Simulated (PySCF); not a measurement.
# How the method moves the HOMO and LUMO of `FCC/C=N\[SiH3]`

C3H8FNSi.
Z-matrix (Å and degrees, PBE0-D3(BJ)/def2-SVP geometry), rows numbered from 1:
```
F 
C   1  1.3733
C   2  1.5162  1  110.07
C   3  1.5055  2  112.73  1   -61.91
N   4  1.2631  3  128.42  2  -131.27
Si  5  1.7438  4  133.55  3     0.17
H   2  1.1040  1  108.34  3  -121.58
H   2  1.1030  1  108.59  3   121.05
H   3  1.1052  2  107.78  1    57.18
H   3  1.1011  2  109.78  1   173.86
H   4  1.1088  3  113.34  2    48.85
H   6  1.4910  5  107.17  4  -121.40
H   6  1.4915  5  107.12  4   121.04
H   6  1.5047  5  116.79  4    -0.12
```

Basis pcSseg-1 throughout (PySCF), one geometry. One conformer (not necessarily the lowest) at the PBE0-D3(BJ)/def2-SVP geometry, without solvent, vibrations or thermal averaging.

Q: How do the orbital energies, the gap and the dipole change with the method?

A: 
```
   method                    kind  HOMO (eV)  LUMO (eV)  gap (eV)  μ (D)  SCF cycles
     BLYP                     GGA      -5.43      -1.76      3.67   2.24          15
     OPBE                     GGA      -5.53      -1.82      3.71   2.25          15
      PBE                     GGA      -5.55      -1.92      3.63   2.25          15
    B97-D                     GGA      -5.57      -1.81      3.76   2.29          15
      LDA                     LDA      -5.65      -2.15      3.50   2.33          15
     BP86                     GGA      -5.67      -2.01      3.66   2.28          15
      KT2                     GGA      -5.70      -1.88      3.81   2.22          16
      KT3                     GGA      -5.70      -1.85      3.85   2.20          16
    B97-2           global hybrid      -6.69      -0.91      5.79   2.40          14
    B3LYP           global hybrid      -6.71      -1.07      5.64   2.38          14
     PBE0           global hybrid      -6.95      -0.85      6.10   2.41          14
 mPW1PW91           global hybrid      -6.99      -0.86      6.12   2.43          14
BHandHLYP           global hybrid      -8.27       0.35      8.62   2.55          13
CAM-B3LYP  range-separated hybrid      -8.31       0.37      8.68   2.46          13
  wB97X-D  range-separated hybrid      -8.83       0.99      9.82   2.48          14
  LC-wPBE  range-separated hybrid      -9.66       1.53     11.19   2.53          14
       HF            Hartree–Fock     -10.38       3.19     13.56   2.76          11
```

The HOMO spans 4.95 eV, from BLYP down to HF, and the gap runs from 3.50 eV (LDA) to 13.56 eV (HF). Over the methods BLYP (0 %), OPBE (0 %), PBE (0 %), B97-D (0 %), LDA (0 %), BP86 (0 %), KT2 (0 %), KT3 (0 %), B97-2 (21 %), B3LYP (20 %), PBE0 (25 %), mPW1PW91 (25 %), BHandHLYP (50 %), HF (100 %), a straight line through the gap against the share of exact exchange rises by 0.99 eV for each 10 % (correlation coefficient 1.000). The dipole ranges from 2.20 D (KT3) to 2.76 D (HF). This basis has no diffuse functions.
